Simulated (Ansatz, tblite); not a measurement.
Forces on the cluster Cd2F2⁺ at its r2SCAN-D4/def2-TZVP geometry. Charge 1, multiplicity 2.

In the def2 sets Cd takes a core potential; there is no spin–orbit coupling. The xTB rows come from tblite. The structure comes from a short search, and lower isomers may exist.

GFN1-xTB (tblite), largest force 0.73 eV/Å:

```xyz
4
positions Å, forces eV/Å
Cd    0.877    0.534   -0.323    0.386    0.235   -0.135
Cd   -2.545   -1.551    0.931   -0.135   -0.082    0.049
F    -0.765   -0.465    0.259    0.346    0.211   -0.123
F     2.434    1.481   -0.867   -0.598   -0.364    0.209
```

GFN2-xTB (tblite), largest force 0.84 eV/Å:

```
Cd 0.541 0.330 -0.194
Cd -0.684 -0.417 0.253
F 0.138 0.085 -0.056
F 0.004 0.003 -0.003
```

PBE-D4/def2-TZVP (Ansatz), largest force 0.38 eV/Å:

```
Cd -0.061 -0.037 0.023
Cd -0.168 -0.102 0.061
F -0.083 -0.050 0.027
F 0.312 0.190 -0.112
```
